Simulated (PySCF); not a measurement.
All values below come from TPSSh-D3(BJ)/def2-TZVP // B3LYP-D3(BJ)/def2-TZVP (PySCF 2.14.0). All species are isolated molecules in the gas phase. One relaxed conformer stands for a flexible species; it need not be the lowest. Excitations are Tamm–Dancoff values on a coarser integration grid. The basis has no diffuse functions, so Rydberg states are missing or too high.

Reference species (SMILES): `[NH2][Ga]([NH2])[NH2]` (neutral, multiplicity 1).

- S1–T1 gap (TDA): 0.37 eV
- LUMO: -0.18 eV

Changed species: `[NH2][Ga]([NH2])[SH]` (1 of 3 NH2 replaced by SH; the reference has 0 of 3 NH2 replaced by SH).

Problem. Predict the effect on the S1–T1 gap (TDA) and LUMO.

Solution. the S1–T1 gap (TDA) rises by 0.07 eV, to 0.44 eV; the LUMO decreases by 0.32 eV, to -0.50 eV.
